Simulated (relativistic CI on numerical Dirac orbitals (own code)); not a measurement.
## Crystal-field levels of Co5+, 3d4

Calculated by Dirac-Coulomb-Breit CI, orbitals from a KLI potential per configuration, model QED (radiative potential, 1s self-energy scaled to tabulated hydrogen-like ionisation energies), valence Slater integrals scaled by 0.9, one configuration in a parametric crystal field (own radial code). With so little scaling, terms lie 10 to 35 % too far apart, which can change the order of excited levels.

Field parameters in Wybourne normalisation: Oh B⁴₀ = 21Dq, B⁴₄ = √(5/14) B⁴₀. The field is a parameter set, without covalency.

S is read from ⟨S²⟩ = S(S + 1).

Levels (cm⁻¹, degeneracy): 0 (1), 150 (3), 287 (2), 365 (3), 448 (1), 2956 (1), 3217 (3), 3647 (3), 3732 (2), 18199 (3), 20248 (2), 28307 (3).

Problem. Which field gives this pattern?
A. Oh, 10Dq = 15300 cm⁻¹
B. Oh, 10Dq = 43500 cm⁻¹
C. Oh, 10Dq = 29400 cm⁻¹
D. Oh, 10Dq = 10600 cm⁻¹

Solution. C. Oh, 10Dq = 29400 cm⁻¹, ground level with S = 1.89.
